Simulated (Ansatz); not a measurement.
BH2(NCO) (CH2BNO). Charge 0, multiplicity 1. Geometry PBE-D4/def2-TZVP, basis def2-TZVP, Ansatz.

```json
{"run": "A", "HOMO (eV)": "-8.41", "LUMO (eV)": "-1.99"}
{"run": "B", "HOMO (eV)": "-7.84", "LUMO (eV)": "-2.27"}
{"run": "C", "HOMO (eV)": "-8.60", "LUMO (eV)": "-1.77"}
{"run": "D", "HOMO (eV)": "-7.18", "LUMO (eV)": "-3.26"}
{"run": "E", "HOMO (eV)": "-9.79", "LUMO (eV)": "-0.90"}
{"run": "F", "HOMO (eV)": "-8.01", "LUMO (eV)": "-2.37"}
```

HSE06 is defined as in plane-wave codes, on full-range PBE exchange.

Problem. The runs used CAM-B3LYP, HSE06, LDA (SPW92), PBE0, r2SCAN0, r2SCANh. Estimate which is which.

Solution. A PBE0 (25 % exact exchange); B r2SCANh (10 % exact exchange); C r2SCAN0 (25 % exact exchange); D LDA (SPW92) (0 % exact exchange); E CAM-B3LYP (range-separated); F HSE06 (range-separated). Exact exchange lowers occupied and raises empty levels; among semilocal functionals meta-GGAs tend to open the gap a little, and such runs are hard to tell apart. The gap grows from 3.92 eV (LDA (SPW92)) to 8.89 eV (CAM-B3LYP).
